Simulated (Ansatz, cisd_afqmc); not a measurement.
System: WO2Cl2, charge 0, singlet. WO2Cl2 (SMILES [W]([Cl])(=[O])(=[O])[Cl]).
B3LYP-D3(BJ)/def2-TZVP minimum from Ansatz (a program for electronic structure):
```xyz
5

W      0.1983    -0.0372     0.0695
O      1.5055    -0.6151    -0.8584
O      0.7748     0.1875     1.6572
Cl    -0.4850     1.9601    -0.7663
Cl    -1.4512    -1.5970     0.0880
```

Total energies in def2-TZVPP, 32 correlated electrons, 16 frozen orbitals. Radicals and triplets start from unrestricted determinants; spin-orbit coupling is neglected. Correlated methods leave the cores frozen (noble-gas shells, and filled d and f shells in the p block). Past Kr the def2 sets carry scalar-relativistic core potentials. AFQMC/CISD: phaseless, guided by CISD from CCSD amplitudes; bars are statistical, one sigma. Outlying blocks are dropped, and bars are widened where a walk drifts. Over all cases where full CI ran beside it in this data, AFQMC minus full CI had a median of +0.1 mEh and passed +0.4 mEh in a tenth of the cases.

| method | program | energy (Eh) | minus AFQMC/CISD (mEh) |
|---|---|---|---|
| HF | Ansatz | -1135.38887 | 1176.0 ± 0.7 |
| MP2 | Ansatz | -1136.53335 | 31.6 ± 0.7 |
| CCSD | Ansatz | -1136.49059 | 74.3 ± 0.7 |
| CCSD(T) | Ansatz | -1136.56119 | 3.7 ± 0.7 |
| AFQMC/CISD | cisd_afqmc | -1136.5649 ± 0.0007 | 0.0 |
